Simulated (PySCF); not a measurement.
A run for PySCF: R-M06-2X/def2-TZVPP on H2 (SMILES [H][H]).

```python
from pyscf import gto, dft

mol = gto.M(
    atom='''
    H     0.00000000   -0.00000000    0.38043305
    H    -0.00000000    0.00000000   -0.38043305
    ''',
    basis='def2-tzvpp',
    charge=0, spin=0, verbose=4, max_memory=1800)
mf = dft.RKS(mol, xc='m062x').density_fit(auxbasis='def2-universal-jkfit')
mf.grids.level = 4
mf.conv_tol = 1e-9
mf.max_cycle = 150
mf.kernel()
mf.dip_moment()
```

Output:

```
PySCF version 2.14.0

[INPUT] verbose = 4
[INPUT] num. atoms = 2
[INPUT] num. electrons = 2
[INPUT] charge = 0
[INPUT] spin (= nelec alpha-beta = 2S) = 0
[INPUT] symmetry False subgroup None
[INPUT] Mole.unit = angstrom
[INPUT] Symbol           X                Y                Z      unit          X                Y                Z       unit  Magmom
[INPUT]  1 H      0.000000000000   0.000000000000   0.380433050000 AA    0.000000000000   0.000000000000   0.718914273233 Bohr   0.0
[INPUT]  2 H      0.000000000000   0.000000000000  -0.380433050000 AA    0.000000000000   0.000000000000  -0.718914273233 Bohr   0.0

nuclear repulsion = 0.695493216112533
number of shells = 12
number of NR pGTOs = 32
number of NR cGTOs = 28
basis = def2-tzvpp
ecp = {}


******** <class 'pyscf.df.df_jk.DFRKS'> ********
method = DFRKS
initial guess = minao
damping factor = 0
level_shift factor = 0
DIIS = <class 'pyscf.scf.diis.CDIIS'>
diis_start_cycle = 1
diis_space = 8
diis_damp = 0
SCF conv_tol = 1e-09
SCF conv_tol_grad = None
SCF max_cycles = 150
direct_scf = False
XC library pyscf.dft.libxc version 7.1.2
    S. Lehtola, C. Steigemann, M. J. T. Oliveira, and M. A. L. Marques,  SoftwareX 7, 1–5 (2018)
XC functionals = m062x
    Y. Zhao and D. G. Truhlar,  Theor. Chem. Acc. 120, 215 (2008)
    Y. Zhao and D. G. Truhlar,  Theor. Chem. Acc. 120, 215 (2008)
radial grids:
    Treutler-Ahlrichs [JCP 102, 346 (1995); DOI:10.1063/1.469408] (M4) radial grids

becke partition: Becke, JCP 88, 2547 (1988); DOI:10.1063/1.454033
pruning grids: <function nwchem_prune>
grids dens level: 4
symmetrized grids: False
atomic radii adjust function: <function treutler_atomic_radii_adjust>
small_rho_cutoff = 0
Set gradient conv threshold to 3.16228e-05
Initial guess from minao.
tot grids = 31416
******** <class 'pyscf.df.df.DF'> ********
auxbasis = def2-universal-jkfit
init E= -0.910347654860752
  HOMO = -0.486771275918331  LUMO = 0.071699404962035  gap/eV = 15.19676
cycle= 1 E= -1.16844592861153  delta_E= -0.258  |g|= 0.0293  |ddm|= 0.474
  HOMO = -0.494007078416078  LUMO = 0.103057330850336  gap/eV = 16.24695
cycle= 2 E= -1.16857105923906  delta_E= -0.000125  |g|= 0.00469  |ddm|= 0.0149
  HOMO = -0.491279710157059  LUMO = 0.10420030607764  gap/eV = 16.20384
cycle= 3 E= -1.16857393861047  delta_E= -2.88e-06  |g|= 0.000471  |ddm|= 0.00271
  HOMO = -0.491685867825388  LUMO = 0.104100460176174  gap/eV = 16.21217
cycle= 4 E= -1.16857397255186  delta_E= -3.39e-08  |g|= 1.6e-05  |ddm|= 0.000268
  HOMO = -0.491678520927655  LUMO = 0.104102593898705  gap/eV = 16.21203
cycle= 5 E= -1.1685739725867  delta_E= -3.48e-11  |g|= 2.19e-07  |ddm|= 8.63e-06
  HOMO = -0.491678787177723  LUMO = 0.104102515251041  gap/eV = 16.21204
Extra cycle  E= -1.16857397258671  delta_E= -1.8e-14  |g|= 3.17e-08  |ddm|= 2.85e-07
converged SCF energy = -1.16857397258671
Dipole moment(X, Y, Z, Debye):  0.00000,  0.00000, -0.00000
```

The run converged.

Cost: very roughly 1.2 core-seconds.
